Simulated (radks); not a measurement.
Problem. The mean radii <r> (bohr) of the occupied orbitals of an atom or ion are listed with their occupations. Method: Dirac Kohn-Sham, PBEsol, spin-unpolarised, spherical densities, point nucleus; computed with a radial shooting solver on a logarithmic mesh with Libxc functionals.

orbital  occ.      <r>
1s1/2       2  0.02559
2s1/2       2   0.1093
2p1/2       2  0.09195
2p3/2       4  0.09794
3s1/2       2   0.2918
3p1/2       2   0.2816
3p3/2       4   0.2936
3d3/2       4   0.2644
3d5/2       6   0.2682
4s1/2       2   0.6738
4p1/2       2   0.6967
4p3/2       4   0.7240
4d3/2       4   0.7935
4d5/2       6   0.8034
5s1/2       2    1.603
5p1/2       2    1.784
5p3/2       3    1.853

Name the element and its charge. Open shells, if any, fill j = l - 1/2 first.

Solution. Z = 56, barium, charge +3: Ba3+ in [Kr] 4d10 5s2 5p5. The 1s radius gives Z: for a bare nucleus <r> = (2 gamma + 1)/(2Z) with gamma = sqrt(1 - (Z/c)^2), 0.02523 bohr for Z = 56, and screening makes it slightly larger (0.02559 here). The occupations add up to 53, and the charge is Z minus that.
